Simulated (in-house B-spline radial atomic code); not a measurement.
# OLYP excitations of Tl+

Method: OLYP. Computed with a B-spline radial code for spherical atoms: linear response of the closed shell [Xe] 4f14 5d10 6s2 with the functional's adiabatic kernel; scalar-relativistic (spin-free one-electron X2C), finite nucleus, no spin-orbit coupling, no double excitations, S, P, D and F terms only; shells from n = 4 respond. Only terms of natural parity with L up to 3 were computed.

Spin-orbit coupling is strong here, so these LS terms don't match observed levels.

Command:
```bash
python run_td.py task.json out
```
Settings (radii: box in bohr, nucleus in fm):
```
Z                        81
electrons                80
configuration            [Xe] 4f14 5d10 6s2
hamiltonian              x2c
method                   optx,lyp
box_radius               41.61
rms_radius               5.4759
intervals                74
```

Cost of the run: 6.2 s on 1 thread of Arm Neoverse N1, with other jobs on the host.

The lowest states, in the order of their Tamm-Dancoff energies; the method's threshold (minus the highest occupied level) is 15.989 eV. Labels give the largest channel, * marks a mixed state, and oscillator strengths are full-response dipole values. Measured ¹D terms are left out, since they can mix with doubly excited terms. Semilocal kernels can invert the small singlet-triplet splittings of Rydberg terms. Energies in eV:

```
     state  full response  Tamm-Dancoff  oscillator strength  measured (J-weighted term)
6s → 6p 3P          7.132         7.254                    -                       7.098
6s → 6p 1P          9.122         9.394                 1.35                       9.381
6s → 7s 3S         11.863        11.871                    -                      13.047
6s → 7s 1S              ?             ?                    -                           ?
6s → 6d 3D         13.300        13.310                    -                      14.452
6s → 6d 1D         13.313        13.320                    -                           -
6s → 7p 3P         13.416        13.441                    -                      14.992
6s → 7p 1P         13.637        13.664               0.0025                           -
5d → 6p 3P         14.328        14.365                    -                           -
5d → 6p 3F         14.352        14.391                    -                           -
6s → 8s 3S         14.468        14.469                    -                           -
6s → 8s 1S              ?             ?                    -                           -
5d → 6p 1F         14.725        14.728                    -                           -
```

Q: Where does 6s → 8s 1S lie?

A: At 14.511 eV in full response, 14.516 eV in Tamm-Dancoff.

Q: Where does 6s → 7s 1S lie?

A: At 12.086 eV in full response, 12.119 eV in Tamm-Dancoff; measured 13.390 eV.

Q: How large is the singlet-triplet splitting of 6s → 6p (P terms) in Tamm-Dancoff?

A: 2.14 eV, from the unrounded values.

Q: What polarisabilities and dispersion coefficient does the method give?

A: Dipole 20.12 bohr³, quadrupole 97.46 bohr⁵, C6 162.2 hartree·bohr⁶ for two such species.
